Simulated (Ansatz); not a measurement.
CH3N, SMILES `C=N` (excited triplet) (charge 0, multiplicity 3). This triplet is an excited state, 3.00 eV above the relaxed singlet at the level composite: frozen-core CCSD(T) with HF/cc-pVQZ and the correlation energy extrapolated as X^-3 from cc-pVTZ and cc-pVQZ, plus CCSDT(Q) minus CCSD(T) in cc-pVDZ // B3LYP-D3(BJ)/def2-TZVP (Ansatz, an electronic-structure program).

Calculation: r2SCAN0/cc-pVTZ // B3LYP-D3(BJ)/def2-TZVP (Ansatz).

Ansatz 0.2 input:
```yaml
crystal:
  periodic: [false, false, false]
  atoms:
    - { symbol: C, position_ang: [-0.421052, -0.053106, 0.119065] }
    - { symbol: N, position_ang: [0.805041, 0.175139, -0.441019] }
    - { symbol: H, position_ang: [-0.968089, -0.9278, -0.230053] }
    - { symbol: H, position_ang: [-1.017786, 0.821588, 0.374096] }
    - { symbol: H, position_ang: [1.601887, -0.015822, 0.177913] }
basis:
  gaussian: { orbitals: cc-pVTZ }
hamiltonian:
  xc: r2scan0
magnetization:
  spin_polarized: true
  initial_magnetization: 2
```

Output:

```
Functional definition: r2SCAN0
531 factors; their error is unknown
mean field evaluation 1: about -2568.8773 eV, gradient 2.4e1 eV
mean field evaluation 2: about -2569.4568 eV, gradient 2.2e1 eV
mean field evaluation 4: about -2571.5465 eV, gradient 1.5e0 eV
mean field evaluation 8: about -2571.5575 eV, gradient 2.9e-2 eV
mean field -2571.55750329 eV, -94.5029951815 hartree, gradient 4.8e-5 eV, S^2 2.010132; 0 other end points of the search recorded, 0 dependent functions left out
reference -2571.55751015 eV, -94.5029954337 hartree; 9, 7 occupied and 93, 95 virtual orbitals, 531 factors
Total energy: -2571.55751015 eV, -94.5029954337 hartree
```
